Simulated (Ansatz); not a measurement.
```yaml
crystal:
  periodic: [false, false, false]
  atoms:
    - {symbol: C, position_ang: [-1.533667, -0.114721, -0.174579]}
    - {symbol: B, position_ang: [0.047045, 0.224034, -0.205106]}
    - {symbol: C, position_ang: [1.096900, -0.905659, -0.541511]}
    - {symbol: O, position_ang: [0.464990, 0.744030, 1.372061]}
    - {symbol: Cl, position_ang: [0.297189, 1.844573, -1.172604]}
    - {symbol: H, position_ang: [-2.146147, 0.651595, 0.249654]}
    - {symbol: H, position_ang: [-1.870765, -0.434657, -1.079915]}
    - {symbol: H, position_ang: [-1.708872, -0.990574, 0.538708]}
    - {symbol: H, position_ang: [0.971835, -1.796608, 0.067307]}
    - {symbol: H, position_ang: [2.150918, -0.530160, -0.525666]}
    - {symbol: H, position_ang: [0.977187, -1.188281, -1.618550]}
    - {symbol: H, position_ang: [1.318819, 1.092597, 1.359852]}
    - {symbol: H, position_ang: [-0.099796, 1.460846, 1.580010]}
basis:
  gaussian: {orbitals: cc-pVTZ-PP}
hamiltonian: {xc: {name: r2SCAN}, dispersion: rvv10}
accuracy: high
```

```sh
$ ansatz run in.yaml --threads 4 --pin off --events-out ev --progress --plain --max-ram 10444MiB
```

It prints (some lines left out):

```
Functional definition: r2SCAN+rVV10
Error: <dir> the basis set cc-pVTZ-PP has no functions for C
```

Q: Something in this input is off. What?

A: The basis set is misnamed or doesn't suit the job. The input was rejected before any iteration.
